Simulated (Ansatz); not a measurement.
H$_{3}$BiTe, singlet, at a GFN2-xTB geometry (such geometries of metal compounds can be far from the true shape) (core potentials on Bi, Te), with bond 2-1 at 1.8 times its length; CASSCF(4,4)/def2-SVP in Ansatz (a program for electronic structure).

Ansatz was given this input:
Ansatz 0.2 input:
```yaml
crystal:
  periodic: [false, false, false]
  atoms:
    - {symbol: Bi, position_ang: [-0.60812323, -0.65467459, 0.60113285]}
    - {symbol: H, position_ang: [0.98867601, -3.19701909, -0.52950626]}
    - {symbol: H, position_ang: [-1.74835244, -0.85942814, -0.75418251]}
    - {symbol: Te, position_ang: [0.97701623, 1.05985918, -0.94994209]}
    - {symbol: H, position_ang: [1.13874859, 2.15182967, 0.28414497]}
basis:
  gaussian:
    orbitals: def2-SVP
hamiltonian:
  xc: hf
magnetization: {spin_polarized: false}
correlation: {active_space: {window: {electrons: 4, orbitals: 4}}}
```

What the program printed (banner, timings and long lists left out):

```
Functional definition: HF
820 factors; integrals over basis functions are off by at most 5.5e-4 eV
mean field evaluation 1: about -13118.8307 eV, gradient 1.5e1 eV
mean field evaluation 2: about -13118.9155 eV, gradient 1.5e1 eV
mean field evaluation 4: about -13120.2158 eV, gradient 1.7e0 eV
mean field evaluation 8: about -13120.2434 eV, gradient 1.8e-1 eV
mean field evaluation 16: about -13093.0542 eV, gradient 3.8e1 eV
mean field -13120.24410923 eV, -482.1600777933 hartree, gradient 1.8e-6 eV, S^2 0.000000; 2 other end points of the search recorded, 0 dependent functions left out
reference -13120.24410923 eV, -482.1600777933 hartree; 25, 25 occupied and 42, 42 virtual orbitals, 820 factors
state -13122.67086956 eV, -482.2492595906 hartree
2 active orbitals were swapped for others, from the solution at -13122.48385969 eV, -482.2423871044 hartree to that at -13122.67086956 eV, -482.2492595906 hartree; typed "places" are swapped only where nearly empty or full, and so, without "given_window_search", are "orbital_numbers", "shells" and a window whose orbitals a file names under [Active]
Total energy: -13122.67086956 eV, -482.2492595906 hartree
```
